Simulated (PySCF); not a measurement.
silacyclobutane cation (C3H8Si), SMILES C1C[SiH2]C1 (connectivity only; charge and spin as stated), charge +1, multiplicity 2. Atoms are numbered in the order given.

```xyz
12

C      0.0000     0.0000     1.5383
C      0.0000     1.1028     0.4772
Si     0.0000     0.0000    -1.2060
C      0.0000    -1.1028     0.4772
H     -0.8954     0.0000     2.1708
H      0.8954     0.0000     2.1708
H     -0.9378     1.6759     0.3886
H      0.9378     1.6759     0.3886
H      1.2547     0.0000    -1.9843
H     -1.2547     0.0000    -1.9843
H     -0.9378    -1.6759     0.3886
H      0.9378    -1.6759     0.3886
```
Charge +1, spin multiplicity 2.

Geometry optimised at B3LYP-D3(BJ)/def2-SVP. The geometry has at least one imaginary mode, so it is a saddle point at that level. The spin state was assumed, not searched.

Two levels are set side by side: PBE/pcH-1 (PySCF) and PBE0/pcH-1 (PySCF). Contact hyperfine couplings, same geometry. Differences are taken from unrounded values.

```csv
quantity,PBE0
"A(iso) of 13C, atom C1 (MHz)",-10.1
"A(iso) of 13C, atom C2 (MHz)",83.2
"A(iso) of 29Si, atom Si3 (MHz)",19.0
"A(iso) of 13C, atom C4 (MHz)",83.2
"A(iso) of 1H, atom H5 (MHz)",-3.3
"A(iso) of 1H, atom H6 (MHz)",-3.3
"A(iso) of 1H, atom H7 (MHz)",65.8
"A(iso) of 1H, atom H8 (MHz)",65.8
"A(iso) of 1H, atom H9 (MHz)",-21.2
"A(iso) of 1H, atom H10 (MHz)",-21.2
"A(iso) of 1H, atom H11 (MHz)",65.8
"A(iso) of 1H, atom H12 (MHz)",65.8
```

Problem. What does PBE give, and how far is it from PBE0? (Estimate from the structure and the level; the computed values follow.)

Solution. 
| quantity | PBE | PBE minus PBE0 |
|---|---|---|
| A(iso) of 13C, atom C1 (MHz) | -8.9 | 1.2 |
| A(iso) of 13C, atom C2 (MHz) | 75.6 | -7.6 |
| A(iso) of 29Si, atom Si3 (MHz) | -4.2 | -23.1 |
| A(iso) of 13C, atom C4 (MHz) | 75.6 | -7.6 |
| A(iso) of 1H, atom H5 (MHz) | -3.4 | -0.1 |
| A(iso) of 1H, atom H6 (MHz) | -3.4 | -0.1 |
| A(iso) of 1H, atom H7 (MHz) | 69.8 | 4.1 |
| A(iso) of 1H, atom H8 (MHz) | 69.8 | 4.1 |
| A(iso) of 1H, atom H9 (MHz) | -19.7 | 1.5 |
| A(iso) of 1H, atom H10 (MHz) | -19.7 | 1.5 |
| A(iso) of 1H, atom H11 (MHz) | 69.8 | 4.1 |
| A(iso) of 1H, atom H12 (MHz) | 69.8 | 4.1 |

Rough cost on one machine, each run with all the roots and properties that it gave: PBE0 against PBE within a factor of 2.
